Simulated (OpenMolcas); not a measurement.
## V3+, Nb3+, Ta3+: d2 down the group

| Item | Value |
| --- | --- |
| Program | OpenMolcas |
| Method | CASSCF |
| Basis | ANO-RCC-VTZP |
| Scalar Hamiltonian | DKH2, point nucleus |
| Spin-orbit coupling | RASSI with atomic mean-field integrals over the reference wave functions, term energies averaged over their components |

Active space for each ion: 2 electrons in 5 orbitals (d).

Computed levels in cm-1 above 3F2:

```csv
Level,V3+,Nb3+,Ta3+
3F3,326,1057,4468
3F4,748,2320,8733
1D2,13929,10930,13590
3P0,16475,12024,13144
3P1,16588,12438,15471
3P2,16832,13480,20444
1G4,21426,16523,20830
1S0,52049,39101,43451
weight of 3F in the lowest level (%),100,99,94
```

Mixed levels, with the weight of the term that names them: Ta3+ 1D2 (58 %), Ta3+ 3P2 (62 %).

Measured, with the error of the calculation in %. Measured levels: V3+ from Sugar and Corliss, J. Phys. Chem. Ref. Data 7, 1191 (1978).

```
Level            V3+
  3F3     325 (+0.1)
  3F4     735 (+1.8)
  1D2  10959 (+27.1)
  3P1  13239 (+25.3)
  3P2  13458 (+25.1)
  1G4  18391 (+16.5)
  1S0  42462 (+22.6)
```

The fine-structure level 3F4 changes by a factor of 11.7 from V3+ to Ta3+.

Without spin-orbit coupling 1D lies 13522, 9858, 9627 cm-1 above 3F in that order; the difference to the level 1D2, of either sign, comes from spin-orbit coupling, which also lowers the zero.

Without dynamic correlation excited terms often stand tens of per cent too high (terms of higher spin than the ground term too low), and those without a measured partner can miss by more than the paired ones. Computed and measured levels are paired by configuration, term and J; levels that our copy of the source lacks, or whose pairing is in doubt (as where it misses far off the trend of its configuration), stay unpaired and out of the deviations. Levels of configurations outside the active space are missing.
